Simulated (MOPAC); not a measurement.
MOPAC input (AM1):

```
AM1 PRECISE GNORM=0.05 LET XYZ UHF MS=0.5 GEO-OK AUX(PRECISION=9) THREADS=1
CH6BOSi

C     1.78962200 1    0.61908300 1    0.11804400 1
Si    0.52604500 1   -0.76064200 1   -0.12688800 1
B    -1.42001700 1   -0.24593100 1   -0.05161500 1
O    -1.96010500 1    0.95970200 1    0.15146100 1
H     1.67494300 1    1.38980600 1   -0.64607400 1
H     1.66335700 1    1.09157300 1    1.09367300 1
H     2.80775800 1    0.22822000 1    0.05782100 1
H     0.72089600 1   -1.80907300 1    0.90878600 1
H     0.73660600 1   -1.40472200 1   -1.44999900 1
H    -2.92499000 1    0.99073500 1    0.15035500 1
```

From the output:

```
                                                       MOPAC v23.2.5 Linux

          FINAL HEAT OF FORMATION =        -47.81310 KCAL/MOL =    -200.05003 KJ/MOL

          COSMO AREA              =        120.14 SQUARE ANGSTROMS
          COSMO VOLUME            =        108.30 CUBIC ANGSTROMS

          GRADIENT NORM           =          0.03414          =       0.01080 PER ATOM
          IONIZATION POTENTIAL    =          7.416297 EV
          ALPHA SOMO LUMO (EV)    =         -7.416  1.496
          BETA  SOMO LUMO (EV)    =        -11.291  0.534
          NO. OF ALPHA ELECTRONS  =         12
          NO. OF BETA  ELECTRONS  =         11
          MOLECULAR WEIGHT        =         72.9533         POINT GROUP:  Cs

          MOLECULAR DIMENSIONS (Angstroms)

            Atom       Atom       Distance
            H    10    H     7     5.79876
            H     6    H     9     3.55193
            H     8    H     5     3.37900

          SCF CALCULATIONS        =         30

   ATOM   CHEMICAL          X               Y               Z
  NUMBER   SYMBOL      (ANGSTROMS)     (ANGSTROMS)     (ANGSTROMS)

     1       C          1.80552425  *   0.56340525  *   0.10856434  *
     2      Si          0.50653848  *  -0.68439709  *  -0.11396152  *
     3       B         -1.31265245  *  -0.16745349  *  -0.03790491  *
     4       O         -2.01219487  *   0.92003020  *   0.14477672  *
     5       H          1.74686733  *   1.36248018  *  -0.66583321  *
     6       H          1.73492094  *   1.05931802  *   1.10393074  *
     7       H          2.82047312  *   0.10768627  *   0.03734757  *
     8       H          0.60643675  *  -1.72229060  *   0.91760225  *
     9       H          0.62248803  *  -1.32020080  *  -1.43060633  *
    10       H         -2.94861735  *   0.69032253  *   0.09834149  *

                             CARTESIAN COORDINATES

   1    C        1.805524250     0.563405250     0.108564336
   2   Si        0.506538481    -0.684397094    -0.113961517
   3    B       -1.312652451    -0.167453486    -0.037904905
   4    O       -2.012194868     0.920030197     0.144776718
   5    H        1.746867327     1.362480180    -0.665833212
   6    H        1.734920940     1.059318016     1.103930736
   7    H        2.820473118     0.107686270     0.037347567
   8    H        0.606436753    -1.722290601     0.917602252
   9    H        0.622488027    -1.320200801    -1.430606327
  10    H       -2.948617354     0.690322534     0.098341489

           Empirical Formula: C H6 O Si B  =    10 atoms

      MOLECULAR POINT GROUP   :   Cs

          ALPHA EIGENVALUES
 -38.73056 -28.55207 -21.66382 -17.53810 -15.59820 -14.60951 -13.81716 -13.73922
 -12.48944 -11.42726 -11.30450  -7.41630   1.49642   1.54748   2.01933   2.54528
   2.60115   4.25874   4.60131   4.62914   5.39955   6.50223

           BETA EIGENVALUES
 -38.54342 -28.53597 -21.34553 -16.94956 -15.30003 -14.57687 -13.74069 -13.71672
 -12.12034 -11.34205 -11.29064   0.53427   1.69246   1.73262   2.45495   2.86244
   2.93543   4.59951   4.63177   4.67141   5.40911   6.94446

              NET ATOMIC CHARGES AND DIPOLE CONTRIBUTIONS

  ATOM NO.   TYPE          CHARGE      No. of ELECS.   s-Pop       p-Pop
    1          C          -0.501970        4.5020     1.25885     3.24312
    2         Si           0.614383        3.3856     0.87570     2.50992
    3          B           0.002476        2.9975     1.60460     1.39292
    4          O          -0.302204        6.3022     1.82422     4.47799
    5          H           0.085709        0.9143     0.91429
    6          H           0.085714        0.9143     0.91429
    7          H           0.086523        0.9135     0.91348
    8          H          -0.164828        1.1648     1.16483
    9          H          -0.164837        1.1648     1.16484
   10          H           0.259034        0.7410     0.74097
 DIPOLE           X         Y         Z       TOTAL
 POINT-CHG.    -1.989    -0.406    -0.084     2.032
 HYBRID         0.169     0.717     0.124     0.747
 SUM           -1.821     0.311     0.040     1.848

          ATOMIC ORBITAL ELECTRON POPULATIONS

     Atom    s        px        py        pz
    1  C   1.25885   1.09874   1.09687   1.04750
    2 Si   0.87570   0.84427   0.83149   0.83415
    3  B   1.60460   0.57952   0.55230   0.26111
    4  O   1.82422   1.23251   1.49277   1.75271
    5  H   0.91429
    6  H   0.91429
    7  H   0.91348
    8  H   1.16483
    9  H   1.16484
   10  H   0.74097

                    (SZ)    =    0.500000
                    (S**2)  =    0.759620

          ATOMIC ORBITAL SPIN POPULATIONS

    Atom   Total    s     px     py     pz
         Atomic
    1  C -0.0060 -0.000  0.000 -0.005 -0.001
    2 Si  0.5067  0.124  0.253  0.095  0.034
    3  B  0.4742  0.190  0.079  0.188  0.017
    4  O  0.0561 -0.002 -0.004  0.070 -0.009
    5  H  0.0010  0.001
    6  H  0.0010  0.001
    7  H  0.0134  0.013
    8  H -0.0292 -0.029
    9  H -0.0292 -0.029
   10  H  0.0121  0.012

 **********************
 *                    *
 * JOB ENDED NORMALLY *
 *                    *
 **********************

 == MOPAC DONE ==
```

The geometry given is a B3LYP-D3(BJ)/def2-TZVP minimum.
